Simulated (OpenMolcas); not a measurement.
An atom or ion with 21 electrons was computed by SS-CASPT2, IPEA 0.25 Eh, imaginary shift 0.1 Eh with spin-orbit coupling (OpenMolcas, ANO-RCC-VQZP, DKH2). The lowest levels that the run gave, each within 12 % of the measured value where one is at hand:

| J | Parity | E (cm-1) | g |
| --- | --- | --- | --- |
| 3/2 | even | 0.0 | 0.400 |
| 5/2 | even | 731 | 1.029 |
| 7/2 | even | 1707 | 1.238 |
| 9/2 | even | 2890 | 1.333 |
| 1/2 | even | 21940 | 2.642 |
| 3/2 | even | 22170 | 1.719 |
| 5/2 | even | 23130 | 1.600 |
| 7/2 | even | 23740 | 0.889 |
| 9/2 | even | 24710 | 1.107 |
| 3/2 | even | 30200 | 1.138 |
| 1/2 | even | 30510 | 0.694 |
| 9/2 | even | 33100 | 0.914 |

**Question.** Which ion is it, and what are the configurations and terms?

**Answer.** Co6+ (Z = 27, charge +6; active space 3 electrons in 10 orbitals (3d 4d)). J, parity and g give the terms where levels are pure, and mixed ones are named by the computed weights; the size of the splittings, set against known spectra of the 21-electron sequence, gives the charge. In order, with the measured energies in cm-1 (Sugar and Corliss, J. Phys. Chem. Ref. Data 10, 1097 (1981)): 3d3 4F 3/2, 3d3 4F 5/2 (698), 3d3 4F 7/2 (1610), 3d3 4F 9/2 (2723), 3d3 4P 1/2 (21096), 3d3 4P 3/2 (21304), 3d3 4P 5/2 (22187), 3d3 2G 7/2, 3d3 2G 9/2, 3d3 2P 3/2 [58 %], 3d3 2P 1/2, 3d3 2H 9/2.

Term energies are means over components that CASPT2 splits; among the terms shown or strongly mixed into the levels shown the widest spread is 570 cm-1 (3d3 4F). Active for correlation alone: 4d; no level in the range computed is led by a configuration that fills it, so any true level of that kind is missing. Measured partners are found by configuration, term and J. A level has none where our copy of the source lacks it or the pairing is in doubt (some pairs that miss far off the trend of their configuration count as doubtful), and it then counts in no deviation. Levels of configurations outside the active space are missing.

A share in square brackets marks a mixed level and gives the weight of the term that names it.
